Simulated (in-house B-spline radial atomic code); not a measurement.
# Ionising In III (In2+) with different functionals

Computed with an all-electron radial atomic-structure program (B-spline basis): scalar-relativistic (spin-free X2C) Hamiltonian, Fermi nucleus of rms radius 4.6156 fm, spin-polarised at highest spin, spherical fractional occupations for the functionals, the average over the highest-spin determinants for Hartree-Fock. The ionisation energy is the difference of two self-consistent energies, [Kr] 4d10 5s1 → [Kr] 4d10, without Breit or QED terms; ε is the level of the shell that loses the electron (its least bound occupied spin orbital). There is no spin-orbit coupling in this Hamiltonian.

| method | rung | ΔSCF (eV) | -ε(5s) (eV) |
| --- | --- | --- | --- |
| Hartree-Fock | Hartree-Fock | 26.63 | 26.78 |
| HF fractional | Hartree-Fock | 26.63 | 26.78 |
| LDA VWN5 | LDA | 28.97 | 24.53 |
| LDA PW92 | LDA | 28.96 | 24.52 |
| LDA exchange-only | LDA | 27.89 | 23.53 |
| PBE | GGA | 28.56 | 24.14 |
| PBEsol | GGA | 28.55 | 24.21 |
| BLYP | GGA | 28.73 | 24.18 |
| RPBE | GGA | 28.38 | 23.97 |
| PW91 | GGA | 28.66 | 24.25 |
| BP86 | GGA | 28.65 | 24.33 |
| AM05 | GGA | 28.51 | 24.18 |
| OLYP | GGA | 28.24 | 23.81 |
| TPSS | meta-GGA | 28.19 | 23.95 |
| SCAN | meta-GGA | 28.44 | 24.55 |
| r2SCAN | meta-GGA | 28.22 | 24.36 |
| revTPSS | meta-GGA | 28.10 | 23.92 |
| PBE0 | global hybrid | 28.21 | 24.97 |
| B3LYP | global hybrid | 28.60 | 25.00 |
| TPSSh | global hybrid | 28.07 | 24.29 |
| BHandHLYP | global hybrid | 28.07 | 25.83 |
| r2SCAN0 | global hybrid | 28.04 | 25.21 |
| B97-1 | global hybrid | 28.03 | 24.55 |
| HSE06 | range-separated hybrid | 28.26 | 24.63 |
| wB97X | range-separated hybrid | 27.72 | 26.98 |
| CAM-B3LYP | range-separated hybrid | 28.50 | 26.47 |
| LC-wPBE | range-separated hybrid | 28.01 | 27.52 |

Among the functionals, which spreads more, the ΔSCF values or the orbital energies?

The orbital energies: ΔSCF values span about 1.25 eV and the orbital energies 3.99 eV.

How do they compare with the NIST value?

NIST lists 28.044 eV (measured, ground level to ground level). Errors run from -1.42 to +0.92 eV; r2SCAN0 is closest (+0.00 eV), but part of that can be cancellation, since the calculations leave out Breit-QED terms. Hartree-Fock also lacks correlation.
